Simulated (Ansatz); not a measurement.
AlBrH4O2Si (`O[SiH](Br)[O][AlH2]`) at its PBE0-D4/def2-TZVP geometry, where that method's forces vanish. Charge 0, multiplicity 1.

```csv
atom,x (Å),y (Å),z (Å)
O1,-0.286,0.846,2.023
Si2,-0.088,-0.484,1.105
Br3,2.014,-1.205,1.316
O4,-0.355,-0.230,-0.456
Al5,-0.251,0.222,-2.084
H6,0.403,1.512,2.022
H7,-0.999,-1.505,1.641
H8,-0.986,-0.694,-3.135
H9,0.548,1.537,-2.432
```

(1) For each bond, give half the difference of the two atoms' forces along it (eV/Å; positive pushes the atoms apart) under PBE-D4, r2SCAN-D4, B3LYP-D4, ωB97M-V in def2-TZVPP. (Best estimate.)

Answers

(1) The calculation gave: 
```tsv
bond	length (Å)	PBE-D4	r2SCAN-D4	B3LYP-D4	ωB97M-V
O1–Si2	1.628	0.25	0.03	0.11	0.10
O1–H6	0.958	0.33	0.02	-0.02	-0.06
Si2–Br3	2.232	0.03	0.04	0.19	0.00
Si2–O4	1.604	0.26	0.06	0.08	0.07
Si2–H7	1.469	-0.02	-0.06	-0.20	-0.24
O4–Al5	1.692	0.05	0.01	0.06	0.13
Al5–H8	1.576	-0.01	-0.03	-0.09	-0.15
Al5–H9	1.578	-0.01	-0.03	-0.09	-0.14
```

B3LYP here is the variant with VWN-RPA as its local correlation; programs differ in this.

Results of the Gaussian-basis code of Ansatz.
